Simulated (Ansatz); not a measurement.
`FC(F)(F)c1ccc(-c2ccc(-c3ccc(-c4ccc(C(F)(F)F)nc4)nc3)nc2)nc1` with charge +1. The state is a doublet with charge 1. Geometry PBE-D4/def2-SVP, that of the neutral singlet.

```xyz
44

F     4.787   -8.159   -2.754
C     5.347   -6.936   -2.592
F     5.968   -6.626   -3.757
F     6.305   -7.041   -1.643
C     4.314   -5.899   -2.230
C     2.999   -5.989   -2.711
C     2.092   -4.978   -2.389
C     2.520   -3.890   -1.592
C     1.616   -2.778   -1.215
C     0.281   -2.671   -1.656
C    -0.500   -1.589   -1.247
C     0.061   -0.611   -0.394
C    -0.705    0.563    0.085
C    -2.043    0.826   -0.274
C    -2.688    1.956    0.229
C    -1.988    2.824    1.098
C    -2.603    4.043    1.679
C    -1.829    4.903    2.486
C    -2.411    6.051    3.030
C    -3.763    6.302    2.746
C    -4.475    7.528    3.296
F    -3.636    8.293    4.039
F    -4.960    8.301    2.300
F    -5.514    7.178    4.085
N    -4.523    5.499    1.987
C    -3.955    4.406    1.472
N    -0.703    2.580    1.441
C    -0.093    1.499    0.956
N     1.343   -0.709    0.030
C     2.081   -1.744   -0.365
N     3.788   -3.819   -1.126
C     4.650   -4.788   -1.433
H     2.690   -6.850   -3.322
H     1.058   -5.042   -2.753
H    -0.160   -3.426   -2.322
H    -1.539   -1.511   -1.593
H    -2.592    0.155   -0.951
H    -3.729    2.159   -0.058
H    -0.777    4.639    2.665
H    -1.835    6.742    3.661
H    -4.621    3.772    0.862
H     0.954    1.326    1.252
H     3.121   -1.795   -0.001
H     5.670   -4.694   -1.023
```

Single mean-field runs in def2-TZVP are fitted with def2-universal-jkfit. At PBE-D4/def2-TZVP the gap within one spin of the charge 1 doublet nearly closes, so an electron or hole may be smeared out by delocalisation error.

Question: Estimate the α-spin orbital energies around the gap (eV) in Ansatz with PBE-D4/def2-TZVP, PBE0-D4/def2-TZVP.

Answer: 
```tsv
orbital	PBE-D4/def2-TZVP	PBE0-D4/def2-TZVP
HOMO−5	-10.15	-11.60
HOMO−4	-10.12	-11.37
HOMO−3	-9.70	-11.12
HOMO−2	-9.55	-11.03
HOMO−1	-9.44	-10.98
HOMO	-9.39	-10.48
LUMO	-6.91	-6.32
LUMO+1	-6.03	-5.25
LUMO+2	-5.92	-5.12
LUMO+3	-5.60	-4.74
LUMO+4	-5.27	-4.29
LUMO+5	-5.14	-4.17
β HOMO	-9.37	-10.64
β LUMO	-9.31	-9.06
```
